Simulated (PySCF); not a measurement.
Stepwise substitution at one centre (Sn C2H5-SH). Isolated molecules, 0 K electronic values unless said otherwise. One relaxed conformer stands for each flexible species; it need not be the lowest. Strings in code marks are SMILES.

The T1 excitation (TDA) from two functionals at the same geometries (B3LYP-D3(BJ)/def2-SVP), both in PySCF: PBE-D3(BJ)/def2-TZVP and TPSSh-D3(BJ)/def2-TZVP. Excitations are Tamm–Dancoff values on a coarser integration grid. The basis has no diffuse functions, so Rydberg states are missing or too high.

| species | PBE-D3(BJ)/def2-TZVP (eV) | TPSSh-D3(BJ)/def2-TZVP (eV) |
|---|---|---|
| 2 of 4 C2H5 replaced by SH | 3.95 | 4.30 |
| 3 of 4 C2H5 replaced by SH | 3.49 | 3.84 |
| 4 of 4 C2H5 replaced by SH | 3.09 | 3.49 |

Over these rows, drawn at random from the members with no instability flagged (it was tested for open shells, ions and some series alone), PBE minus TPSSh-D3(BJ): mean -0.37 eV, from -0.40 eV to -0.35 eV.
